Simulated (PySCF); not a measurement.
# Telling isomers of C$_{9}$H$_{13}$F apart by NMR

Gas phase, averaged over atoms made equivalent by symmetry, fast rotation or ring inversion, single conformer, relativity neglected. GFN2-xTB geometry; σ from GIAO-PBE0/pcSseg-1; PySCF 2.14.

Chemical shifts δ = σref − σ; 1H and 13C vs TMS, all at this level. Splittings of carbon signals by F and P are missing where no couplings were computed. Where no couplings were computed, multiplicities follow the n + 1 count of equivalent neighbours, and m marks all less simple cases (inequivalent or close neighbours, rings, F or P nearby). Shifts are as computed. Against solution values, carbons near 30 ppm lie about +3 ppm off and those near 130 ppm about +5 ppm. Of 1211 compounds with measured shifts, 218 miss one by over three times the rms of a fit or turn the order of signals round; such compounds aren't used in these exercises.

(1) Tabulate the signals of `C[C@@H]1C[C@@H]2C=C(F)[C@H]1CC2`, `C=C(C)C(=C)C(=C)CCF` and their relative energies.

(2) What is the quickest way to tell C[C@@H]1C[C@@H]2C=C(F)[C@H]1CC2 from C=C(C)C(=C)C(=C)CCF?

Results:

(1) 
```tsv
SMILES	carbon types	δC	δH	E rel. (kcal/mol)
C[C@@H]1C[C@@H]2C=C(F)[C@H]1CC2	1×C 4×CH 3×CH2 1×CH3	174.8, 110.6, 43.0, 37.9, 36.0, 34.2, 29.6, 28.0, 25.5	5.61 (m, 1H), 2.51 (m, 1H), 2.32 (m, 1H), 1.68 (m, 1H), 1.68 (m, 1H), 1.58 (m, 1H), 1.57 (m, 1H), 1.38 (m, 1H), 1.27 (m, 1H), 0.94 (d, 3H), 0.74 (m, 1H)	0.0
C=C(C)C(=C)C(=C)CCF	3×C 5×CH2 1×CH3	159.3, 155.4, 154.3, 127.3, 126.1, 114.1, 86.1, 44.8, 25.2	5.72 (br s, 1H), 5.53 (br s, 1H), 5.43 (m, 1H), 5.32 (br s, 1H), 5.31 (br s, 1H), 5.28 (m, 1H), 4.73 (m, 2H), 2.97 (m, 2H), 2.11 (s, 3H)	40.3
```

Energies are electronic energies at PBE0/pcSseg-1 on these geometries, without zero-point or thermal terms, each for the one conformer computed, which needn't be the lowest.

(2) Both give the same number of carbon signals, but DEPT or the intensities differ. The first has an alkene CH at 110.6 ppm, the second a terminal =CH2 carbon at 127.3 ppm. Their most deshielded carbons lie at 174.8 and 159.3 ppm.
